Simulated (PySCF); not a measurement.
# Polarisability and C₆ of Cu²⁺ (copper, charge +2)

[Ar] 3d9, 2D determinant. Calculation: PySCF 2.14, in aug-cc-pwCVDZ-PP with ECP10MDF; scalar relativity through the core potential. Coupled (time-dependent) response in atomic units; α is the mean over directions. A double-zeta set is small for polarisabilities.

```
 method  mean α (bohr³)         α xx, yy, zz  C₆ (like pair)  S(−4)
LC-wPBE           2.512  2.394, 2.394, 2.746           5.949  4.464
```

S(−4) is the Cauchy moment in α(ω) = α(0) + S(−4) ω² + …

α(iu) at LC-wPBE:

```json
{"u (hartree)": "0", "α(iu) (bohr³)": "2.512"}
{"u (hartree)": "0.0500", "α(iu) (bohr³)": "2.500"}
{"u (hartree)": "0.100", "α(iu) (bohr³)": "2.468"}
{"u (hartree)": "0.200", "α(iu) (bohr³)": "2.352"}
{"u (hartree)": "0.300", "α(iu) (bohr³)": "2.194"}
{"u (hartree)": "0.500", "α(iu) (bohr³)": "1.866"}
{"u (hartree)": "0.750", "α(iu) (bohr³)": "1.546"}
{"u (hartree)": "1.00", "α(iu) (bohr³)": "1.327"}
{"u (hartree)": "1.50", "α(iu) (bohr³)": "1.051"}
{"u (hartree)": "2.00", "α(iu) (bohr³)": "0.8700"}
{"u (hartree)": "3.00", "α(iu) (bohr³)": "0.6218"}
{"u (hartree)": "5.00", "α(iu) (bohr³)": "0.3473"}
```

For an ion, C₆ is the dispersion term alone; charge-induced terms of lower order in 1/R come first.

The components differ because the open shell of this determinant is not spherical; for a pure term their mean is the scalar polarisability.

Energies and moments cover only the electrons outside the core potential.
